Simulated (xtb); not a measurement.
Species: HBBr$_{2}$S, SMILES `SB(Br)Br` (charge 0, multiplicity 1).

Question: Give a relaxed geometry from xtb with GFN2-xTB.

Answer: This is not unique; one that fits is the end point of this relaxation, one of several conformers (outside a Z-matrix the atoms follow the SMILES, hydrogens last).
Z-matrix (Å, degrees):
```
B
S 1 1.7945
H 2 1.3305 1 98.75
Br 1 1.8827 2 118.49 3 -179.96
Br 1 1.8908 2 122.22 3 0.01
```
